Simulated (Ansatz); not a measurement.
Born–Oppenheimer molecular dynamics of C₃H₆OSSi (12 atoms, charge 0, multiplicity 1). It goes on from the last frame of an earlier run, with new velocities.

All numbers below come from Ansatz, RKS B3LYP/STO-3G.

```
ensemble        : NVT, Nosé–Hoover chain
time step       : 0.5 fs
steps asked     : 400
set temperature : 1000 K
thermostat      : time constant 1 fs, chain length 1
seed            : 593290
```

First frame:

```xyz
12
Properties=species:S:1:pos:R:3
C 0.227 -2.015 0.607
C -0.123 -0.838 1.144
Si 0.424 0.779 0.513
C -0.791 1.367 -0.932
O -2.038 1.206 -1.024
S 0.074 2.135 -2.403
H 0.714 -2.100 -0.396
H -0.105 -2.989 1.030
H -0.695 -0.899 2.078
H 1.740 0.680 -0.080
H 0.450 1.818 1.506
H -1.101 2.603 -2.869
```

**Question.** How far do the bonds stretch over the last three quarters of this one trajectory? (Pairs bonded in most of those frames.)

**Answer.** 
```csv
bond,mean (Å),spread (Å),shortest,longest
C1–C2,1.345,0.031,1.29,1.42
C1–H7,1.106,0.036,1.02,1.18
C1–H8,1.108,0.039,1.02,1.20
C2–Si3,1.880,0.067,1.73,2.02
C2–H9,1.104,0.020,1.06,1.16
Si3–C4,1.942,0.060,1.79,2.03
Si3–H10,1.460,0.062,1.34,1.59
Si3–H11,1.460,0.066,1.33,1.58
C4–O5,1.257,0.025,1.19,1.30
C4–S6,1.865,0.097,1.75,2.09
S6–H12,1.372,0.040,1.30,1.44
```

Mean temperature of the second half: 1004 K. The conserved energy stayed within 1.1 meV per atom of its start (net change 0.92 meV per atom), so the integration is sound. A run of 0.2 ps of so small a system gives no equilibrium averages. Limits of this set-up: minimal basis.

Run time: 15 min on 1 thread of Arm Neoverse V1, on a shared host, peak memory 0.078 GiB.
